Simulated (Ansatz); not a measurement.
```yaml
atoms:
  - { symbol: Be, position_ang: [0.0086, 0.0029, -0.2759] }
  - { symbol: H, position_ang: [-0.0052, -0.0075, 1.0908] }
```

Basis set: STO-3G (spherical functions). All electrons are correlated. Charge 0, multiplicity 2.

Computed with Ansatz (development build ahead of 0.2.0); each method stands on the lowest determinant of its kind that the runs found.

(1) Give the atomization energy at this shape (free ground-state atoms in the same class of orbitals less the molecule, no zero-point energy) of doublet BeH by UHF-MP2, UHF.

Results:

(1)

```
 method  atomization energy
UHF-MP2             2.97 eV
    UHF             3.10 eV
```

Caution for UHF: a free atom is spin contaminated.

This basis has no polarisation functions and is too small for such energies, which can lie far from measured ones in either direction.
